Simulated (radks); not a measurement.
Values are calculated unless marked as measured or tabulated.
Species: Hf0.4+. Configuration: [Xe] 4f14 5d2 6s(up 1, down 0.6) (fractional occupations, a model configuration). Code: a radial shooting solver on a logarithmic mesh with Libxc functionals. Model: scalar-relativistic Kohn-Sham, BLYP, spin-polarised, spherical densities, finite nucleus; open shells are filled with parallel spins first (spin-orbit coupling, left out, can overturn this in heavy ions); Fermi nuclear charge, rms radius 5.347 fm.

Unscreened Slater integrals over Kohn-Sham orbitals (hartree). They are taken over the spin-up orbitals.

F0(5d,5d): 0.38464
F2(5d,5d): 0.18932
F4(5d,5d): 0.12138
F0(5d,6s): 0.30858
G2(5d,6s): 0.10535
F0(5d,4f): 0.51530
F2(5d,4f): 0.10527
F4(5d,4f): 0.048230
G1(5d,4f): 0.045890
G3(5d,4f): 0.036537
G5(5d,4f): 0.027635
F0(5d,5p): 0.47367
F2(5d,5p): 0.20749
G1(5d,5p): 0.23326
G3(5d,5p): 0.14163
F0(6s,6s): 0.27380
F0(6s,4f): 0.35959
G3(6s,4f): 0.010933
F0(6s,5p): 0.34235
G1(6s,5p): 0.026219
F0(4f,4f): 1.3733
F2(4f,4f): 0.64942
F4(4f,4f): 0.40687
F6(4f,4f): 0.29255
F0(4f,5p): 0.81490
F2(4f,5p): 0.26460
G2(4f,5p): 0.12931
G4(4f,5p): 0.10077
F0(5p,5p): 0.66931
F2(5p,5p): 0.35887

Derived for the open shells (J is the average intra-shell exchange parameter used in DFT+U). 5d: Racah B = F2/49 - 5 F4/441 = 0.002487 hartree, C = 35 F4/441 = 0.009633 hartree, C/B = 3.87, F4/F2 = 0.641, J = (F2 + F4)/14 = 0.02219 hartree.
